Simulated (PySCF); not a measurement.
tert-butylarsine (C₄H₁₁As), SMILES CC(C)(C)[AsH2].

Geometry: PBE-D3(BJ)/def2-SVP.

The numbers are results of TDA-B3LYP/def2-SVPD (PySCF), not measurements.

Vertical excitations. The molecule is in vacuum. State labels are in the subgroup Cs.

```csv
state,symmetry,energy (eV),λ (nm),f,main pairs
S1,A',5.95,209,0.039,HOMO→LUMO 95 %
S2,A",6.48,191,0.027,HOMO→LUMO+1 94 %
S3,A',6.66,186,0.262,HOMO→LUMO+2 85 %
S4,A',7.25,171,0.051,"HOMO−1→LUMO 67 %, HOMO→LUMO+3 26 %"
S5,A',7.30,170,0.014,"HOMO→LUMO+3 70 %, HOMO−1→LUMO 23 %"
S6,A",7.53,165,0.000,HOMO→LUMO+4 98 %
T1,A',5.06,245,0,"HOMO→LUMO 78 %, HOMO→LUMO+2 19 %"
T2,A",5.52,225,0,HOMO→LUMO+1 92 %
```
Triplets are in the Tamm–Dancoff approximation.
